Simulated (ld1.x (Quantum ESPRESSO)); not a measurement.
## Reading a pseudo-wave (Bi)

Columns: radius, all-electron u(r) and pseudo u(r) of the 6s shell (level -14.76 eV) of bismuth in the configuration [Kr] 4d10 4f14 5s2 5p6 5d10 6s2 6p3; LDA (PZ), scalar-relativistic, PAW scheme, ld1.x (Quantum ESPRESSO) 7.5.

| r (bohr) | all-electron | pseudo |
| --- | --- | --- |
| 0.110 | 0.1683 | -0.0863 |
| 0.220 | -0.1205 | -0.1715 |
| 0.330 | -0.2398 | -0.2546 |
| 0.440 | 0.0360 | -0.3344 |
| 0.550 | 0.3042 | -0.4101 |
| 0.660 | 0.4022 | -0.4808 |
| 0.770 | 0.3416 | -0.5457 |
| 0.880 | 0.1844 | -0.6042 |
| 0.990 | -0.0117 | -0.6559 |
| 1.100 | -0.2075 | -0.7003 |
| 1.210 | -0.3813 | -0.7373 |
| 1.320 | -0.5236 | -0.7667 |
| 1.430 | -0.6324 | -0.7885 |
| 1.540 | -0.7095 | -0.8027 |
| 1.650 | -0.7588 | -0.8094 |
| 1.760 | -0.7849 | -0.8090 |
| 1.870 | -0.7922 | -0.8015 |
| 1.980 | -0.7849 | -0.7873 |
| 2.090 | -0.7662 | -0.7665 |
| 2.200 | -0.7394 | -0.7394 |
| 2.310 | -0.7068 | -0.7068 |
| 2.420 | -0.6703 | -0.6703 |
| 2.530 | -0.6316 | -0.6316 |
| 2.640 | -0.5919 | -0.5919 |
| 2.750 | -0.5521 | -0.5521 |
| 2.860 | -0.5128 | -0.5128 |

Question: How many radial nodes do the two functions have?

Answer: The all-electron 6s function has n − l − 1 = 5 (the table is too coarse to show those close to the nucleus); the pseudo-wave has 0, since the states of the same l below it are removed with the core.

Question: At about which radius was the pseudo-wave matched?

Answer: 2.20 bohr. The columns agree to 0.0005 from 2.09 bohr on; several derivatives are matched, so the curves merge somewhat inside the radius.

Question: Is the pseudo-wave norm-conserving?

Answer: No, it belongs to a PAW set: the norm inside the radius is not constrained, and the difference is carried by the augmentation charge.
